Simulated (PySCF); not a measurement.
1-fluorocyclopentene (C5H7F), SMILES FC1CCCC=1. Geometry optimised at ωB97X-D3(BJ)/def2-SVP. Other conformers were not sampled.

Method: PySCF 2.14.0 with ωB97X-D3(BJ)/def2-SVP.

Harmonic wavenumbers (cm⁻¹): 154, 262, 406, 475, 587, 657, 822, 845, 913, 920, 940, 980, 1056, 1068, 1151, 1210, 1228, 1265, 1278, 1345, 1355, 1409, 1465, 1479, 1497, 1800, 3060, 3070, 3097, 3121, 3133, 3160, 3253. Rotational constants (GHz): 7.152, 3.126, 2.288; symmetry number 1.

Problem. Work out the zero-point energy and the ideal-gas rigid-rotor harmonic-oscillator thermochemistry at 298.15 K and 1 atm.

Solution. ZPE = ½ Σ hcν = ½ × 48459 cm⁻¹ = 289.85 kJ/mol. H − E(el) = 306.21 kJ/mol. Entropy in J/(mol K): translation 164.31, rotation 109.80, vibration 33.69, total 307.81. G − E(el) = 214.44 kJ/mol. Cp = 90.05 J/(mol K).
